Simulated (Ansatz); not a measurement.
Reactions of CH5GaOSSi (`O[SiH2][Ga]1[CH2][S]1`).

Gas-phase electronic energies from Ansatz, PBE0-D4/def2-TZVP geometries. CCSD(T)/CBS is the MP2 limit (def2-TZVPP, def2-QZVPP) plus CCSD(T) − MP2 in def2-TZVPP, frozen cores. This one scheme is used for every species. For Ga outer-core shells are correlated without core-valence functions, which leaves a few kJ/mol of doubt a bond. Scalar relativity is left out up to krypton. Each species was taken in one conformer, which may not be the lowest.

(1) Order these by ΔE at CCSD(T)/CBS, lowest first. (Best estimate.)
A. `O[SiH2][Ga]1[CH2][S]1` + `N#CN` → `N#CN[SiH2]O` + `[CH2]1[S][GaH]1`
B. `O[SiH2][Ga]1[CH2][S]1` + `OCS` → `O[SiH2]OCS` + `[CH2]1[S][GaH]1`
C. `O[SiH2][Ga]1[CH2][S]1` + `OCO` → `OCO[SiH2]O` + `[CH2]1[S][GaH]1`
D. `O[SiH2][Ga]1[CH2][S]1` + `N[Si](O)(O)O` → `O[SiH2]N[Si](O)(O)O` + `[CH2]1[S][GaH]1`

Largest T1 diagnostic: 0.015, for `O[SiH2][Ga]1[CH2][S]1`.

## Answers

(1) B (-95.9 kJ/mol), C (-82.0 kJ/mol), D (-53.4 kJ/mol), A (-44.3 kJ/mol).
